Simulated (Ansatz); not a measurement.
Basis-set extrapolation for `CN([SiH2]O)[SiH](F)F` (PBE0-D4/def2-TZVP geometry, frozen core, Ansatz). Multiplicity 1, RHF reference.

```csv
,def2-TZVPP,def2-QZVPP
HF,-948.441604,-948.478920
MP2 correlation,-1.359842,-1.473656
CCSD(T) correlation,-1.446838,not run
```

Energies in hartree. Use E(X) = E(∞) + A·exp(−7.88·√X) for Hartree–Fock and E(X) = E(∞) + B·X^(−2.97) for correlation, with X = 3 and 4, and add CCSD(T) minus MP2 of the smaller set to the MP2 limit.

Problem. What is the CCSD(T) energy at the basis-set limit?

Solution. HF limit: -948.478920 + (-0.037316) × 0.13774 = -948.48406. MP2 limit: -1.473656 + (-0.113814) × 0.74074 = -1.55796. Higher-order term: -1.446838 − (-1.359842) = -0.08700. Total: -950.12902 hartree, 6.55 eV below CCSD(T)/def2-TZVPP.
